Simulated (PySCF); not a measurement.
# What a mistake does to a calculation on GeH5NSi

All numbers below are calculated, not measured. They come from PySCF 2.14.0, an open-source quantum chemistry program, on an isolated molecule that a program drew, which may never have been made. The molecule is GeH5NSi (charge 0, singlet), drawn as the SMILES string `[SiH][NH][GeH3]`.

Each row is a Hartree-Fock (HF) and frozen-core CCSD(T) single point in the cc-pV(D+d)Z basis, meant for a local HF minimum. Run 1 is clean. Each other run has one planted mistake out of seven kinds, and not every kind appears here: one electron removed, one electron added, multiplicity raised by two, geometry at a saddle point, minimal basis STO-3G, one bond length entered in bohr, all coordinates scaled. The reference is restricted for singlets and unrestricted otherwise, and also for a bond in bohr. Adding or removing an electron swaps singlet and doublet. Electrons count all cores. HOMO and LUMO are orbital energies over both spins, the gradient is its largest component, and the lowest frequency (negative if imaginary) is given only where the gradient is small. Bond lengths are over the 7 bonds as drawn. T1 is the CCSD diagnostic: over 0.02 (restricted) or 0.045 (unrestricted) a single reference is doubtful. Germanium has the cc-pVDZ-PP basis, with a core potential (ECP10MDF) in place of its 10 inner electrons, and its 3s, 3p and 3d shells are frozen in CCSD(T).

Geometry of the clean run:
```xyz
8
GeH5NSi, angstrom
Si   -0.6484   -1.3418    0.6788
N     0.6341   -1.5282   -0.4390
Ge    1.0373   -0.5779   -1.9900
H    -1.3126   -0.1639   -0.0291
H     1.2844   -2.2686   -0.2367
H     2.3065   -1.2001   -2.5807
H     1.2799    0.8904   -1.6433
H    -0.1207   -0.6973   -2.9798
```

```
run  electrons  basis functions  <S^2>  HOMO (eV)  LUMO (eV)  gradient (hartree/bohr)  lowest frequency (cm^-1)  mean bond (Å)  longest bond (Å)      T1  HF (hartree)  CCSD(T) (hartree)                 mistake
  1         58               85  0.000      -8.57       1.71                  3.8e-05                        59         1.5278             1.863  0.0161    -639.65657         -640.07280                no fault
  2         57               85  0.771     -16.21      -6.55                  6.6e-02                         -         1.5278             1.863  0.0229    -639.37956         -639.76956    one electron removed
  3         58               85  0.000      -8.43       1.88                  4.4e-02                         -         1.4621             1.783  0.0144    -639.64145         -640.05160  all coordinates scaled
  4         58               85  2.006      -6.80       0.46                  3.0e-02                         -         1.5278             1.863  0.0170    -639.59777         -639.98756                       ?
```

**Which mistake was planted in run 4, and what did it cost?**

Electrons, basis and geometry are unchanged, and <S^2> is 2.006, beside S(S+1) = 2.00 for a multiplicity of 3. So the mistake is: multiplicity raised by two. Subtracting run 1 and multiplying by 627.51 kcal/mol a hartree, the energy moved by 36.9 kcal/mol in HF and 53.5 kcal/mol in CCSD(T).

